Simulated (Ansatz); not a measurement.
Mulliken charges of `Cl[SiH]1[CH2][GeH2]1` from PBE/def2-TZVPP in Ansatz (PBE0-D4/def2-TZVP geometry).

```tsv
atom	x (Å)	y (Å)	z (Å)	charge (e)
Cl1	-2.772	0.439	0.565	-0.206
Si2	-0.970	0.568	-0.404	0.296
C3	0.563	0.552	0.651	-0.332
Ge4	0.539	-1.157	-0.433	0.043
H5	-1.054	1.574	-1.485	-0.050
H6	1.348	1.275	0.442	0.113
H7	0.439	0.388	1.719	0.117
H8	1.633	-1.275	-1.496	0.006
H9	0.362	-2.410	0.423	0.012
```

Task: By hand: the dipole of these point charges (1 e Å = 4.8032 D).

Result: Σ q r = (0.391, -0.081, -0.149) e Å, of length 0.426 e Å = 2.05 D.

Task: How does the dipole of the full density compare? (Best estimate.)

Result: The calculation gave: (0.256, 0.028, -0.032) e Å, 1.25 D; the point charges give 1.64 times that, at 22° from its direction.

Point charges leave out the atoms' own dipoles, such as those of lone pairs, and Mulliken's split depends on the basis, so the two needn't agree.
